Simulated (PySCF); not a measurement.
# C₆ coefficients of unlike pairs at UHF

Calculated with PySCF 2.14 from the dipole response of each species, C₆(A,B) = (3/π) ∫ α_A(iu) α_B(iu) du, in atomic units, from isotropic polarisabilities. For ions this is the dispersion term alone; charge-induced terms of lower order in 1/R come first.

| species | configuration | basis | relativity | α (bohr³) | C₆ (like pair) |
| --- | --- | --- | --- | --- | --- |
| Cl+ | [Ne] 3s2 3p4 (3P) | aug-cc-pwCVTZ (8s7p5d3f) | none | 8.590 | 40.62 |
| I(3+) | [Kr] 4d10 5s2 5p2 (3P) | aug-cc-pVTZ-PP with one added diffuse shell each of d, f type with ECP28MDF (6s5p5d3f) | core potential | 10.56 | 57.05 |
| Bi(2+) | [Xe] 4f14 5d10 6s2 6p1 (2P) | aug-cc-pwCVTZ-DK3 with one added diffuse shell each of s, d, f type (12s10p9d6f1g) | spin-free X2C | 16.94 | 127.1 |
| Al(2+) | [Ne] 3s1 (2S) | aug-cc-pwCVTZ (8s7p5d3f) | none | 15.35 | 43.71 |

(1) Estimate C₆ for Bi(2+) with I(3+).

No spin-orbit coupling is included.

The other pairs:

```json
{"pair": "Al(2+), Cl+", "C₆": "37.17"}
{"pair": "Al(2+), Bi(2+)", "C₆": "67.86"}
{"pair": "Al(2+), I(3+)", "C₆": "44.65"}
{"pair": "Bi(2+), Cl+", "C₆": "71.45"}
{"pair": "I(3+), Cl+", "C₆": "48.10"}
```

Answers

(1) The integral gives 84.91. The combination rule 2 C_A C_B / (C_A α_B/α_A + C_B α_A/α_B) gives 84.93 and the geometric mean 85.15.
